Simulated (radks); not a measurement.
Results of a calculation; reference values are marked as such.
Question: These are the eigenvalues of the occupied orbitals of an atom or ion with whole-number occupations (eV). Level of theory: non-relativistic Kohn-Sham, SCAN, spin-unpolarised, spherical densities, point nucleus; meta-GGA in the generalised Kohn-Sham scheme (a radial shooting solver on a logarithmic mesh with Libxc functionals).

1s: -56885.31
2s: -9293.446
2p: -8881.007
3s: -2132.507
3p: -1942.978
3d: -1591.342
4s: -457.1241
4p: -379.3261
4d: -239.6326
5s: -94.5413
5p: -72.3779
4f: -63.3025

Which element is it, and in what charge state? The configuration may be excited.

Answer: Z = 70, ytterbium, charge +4: Yb4+ in [Xe] 4f12. The list shows which subshells hold electrons but not how many an open one holds; the 1s level, -2090.5 hartree, gives Z - s = 64.7 by -(Z - s)^2/2, which with screening narrows Z to a few neighbours, and the depths of the outer levels then fix element, charge and occupations together.
